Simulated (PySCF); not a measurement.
Species: C6H13P.
Cartesian coordinates in Å at the GFN2-xTB level; atoms count from 1:
```xyz
20
C6H13P angstrom
C      3.025    0.471    0.417
C      2.662   -0.724   -0.401
P      1.147   -1.199   -0.929
C      0.070    0.170   -0.250
C     -1.420   -0.093   -0.474
C     -2.233    1.139   -0.082
C     -1.869   -1.310    0.327
H      4.104    0.560    0.513
H      2.638    1.387   -0.031
H      2.597    0.399    1.419
H      3.478   -1.377   -0.681
H      0.361    1.101   -0.747
H      0.267    0.283    0.820
H     -1.583   -0.297   -1.538
H     -3.296    0.959   -0.229
H     -1.946    2.000   -0.682
H     -2.069    1.383    0.966
H     -1.269   -2.178    0.059
H     -2.914   -1.538    0.126
H     -1.754   -1.126    1.394
```

Level of theory: TDDFT PBE0/def2-SVPD, vertical, gas phase, core orbitals frozen in the response in PySCF 2.14.0, density-fitted response routines.

| state | λ (nm) | E (eV) | f | \|μ\| (D) | main configurations (H = HOMO, L = LUMO) |
| --- | --- | --- | --- | --- | --- |
| S1 | 270.2 | 4.59 | 0.010 | 0.76 | H-1→L (99%) |
| S2 | 231.2 | 5.36 | 0.253 | 3.53 | H→L (95%) |
| S3 | 203.0 | 6.11 | 0.0009 | 0.20 | H-2→L (82%), H→L+1 (11%) |
| S4 | 197.0 | 6.29 | 0.0010 | 0.21 | H→L+1 (83%), H-2→L (12%) |
| S5 | 184.9 | 6.71 | 0.023 | 0.95 | H→L+2 (74%), H→L+3 (22%) |
| S6 | 182.1 | 6.81 | 0.064 | 1.57 | H-1→L+1 (97%) |
| S7 | 176.7 | 7.02 | 0.0015 | 0.24 | H-3→L (93%) |
| S8 | 173.0 | 7.17 | 0.0050 | 0.43 | H-4→L (87%) |

Triplets (Tamm–Dancoff): T1 2.72 eV, H→L (98%); T2 3.70 eV, H-1→L (96%); T3 5.67 eV, H-2→L (86%).

The lowest singlet comes at 270 nm (443 kJ/mol) in the ultraviolet; it is weak; its leading configuration is HOMO-1→LUMO (99%). The most intense listed level is S2 at 5.36 eV (231 nm, f = 0.253), 0.77 eV above S1. Löwdin shares by element: HOMO carbon 52% or more, phosphorus 36%; LUMO carbon 46% or more, phosphorus 41%. The oscillator strengths of these states sum to 0.358; summed over the whole spectrum of an exact calculation they would give the number of electrons, 64 (Thomas–Reiche–Kuhn). Orbital energies (eV): HOMO-3 -9.28, HOMO-2 -8.89, HOMO-1 -7.22, HOMO -6.84, LUMO -1.22, LUMO+1 0.54, LUMO+2 1.09. Of the 8 states listed, 4 reach f = 0.01 and none stays under 0.0005. Only the lowest 8 singlets were computed, as vertical energies without vibronic structure.

One conformer stands for the species.
